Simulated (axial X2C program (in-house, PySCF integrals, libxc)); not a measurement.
**Low determinants of HfS⁺ at the PBE0 level, 2c**

Calculated with an in-house relativistic program for diatomic molecules. Two-component (2c) means X2C with spin–orbit coupling and atomic mean-field two-electron Coulomb and Gaunt terms. Basis: Hf dyall-cv3z [13s14p9d7f4g], S dyall-av3z [9s8p3d2f] (cores contracted in-house); Gaussian nuclei, density fitting, unrestricted open shells. Masses: Hf 179.947 u, S 31.972 u.

Search at 2.118 Å (vertical energies from the lowest determinant):

| ΔE (eV) | state | electrons beyond evenly filled partner blocks | electrons in ±ω = 1/2, 3/2, 5/2, 7/2 |
| --- | --- | --- | --- |
| 0.00 | Ω = 1/2 | ω = 1/2 | 53 24 8 2 |
| 0.74 | Ω = 3/2 | ω = 3/2 | 52 25 8 2 |
| 1.11 | Ω = 5/2 | ω = 5/2 | 52 24 9 2 |
| 2.37 | Ω = 5/2 | ω = -1/2, 2 × ω = 3/2 | 53 24 8 2 |
| 2.38 | Ω = 3/2 | ω = 3/2 | 54 23 8 2 |
| 2.50 | Ω = 1/2 | 2 × ω = -1/2, ω = 3/2 | 52 25 8 2 |
| 2.67 | Ω = 9/2 | ω = 1/2, ω = 3/2, ω = 5/2 | 53 23 9 2 |

Lowest determinant, Ω = 1/2 (⟨Sz⟩ = 0.50, ⟨Lz⟩ = 0.00 at PBE0): Re = 2.115 Å, ωe = 577.7 cm⁻¹.

The determinant in row 2 of the search, Ω = 3/2 (⟨Sz⟩ = -0.49, ⟨Lz⟩ = 1.99 at PBE0), was followed along the bond at PBE0; measured from the minimum of the lowest determinant it gives:

Te = 0.727 eV (5865 cm⁻¹), Re = 2.143 Å, ωe = 547.6 cm⁻¹.

(1) Compare the bond of the determinant in row 2 with that of the lowest one.

The search compares states at one distance, so a state with another bond length can lie lower; it is not exhaustive and yields mostly the lowest determinant of each block pattern, so other components and higher states of one pattern are missing. These are energies of single determinants, not of spin-adapted states; PBE0 term energies can be off by some tenths of an eV, and the functional has no current term.

Results:

(1) At PBE0 its Re is 0.028 Å longer and its force constant, which goes as ωe², is 0.90 times that of the lowest determinant. T0 ≈ Te + Δωe/2 = 5865 + (-15) = 5850 cm⁻¹.
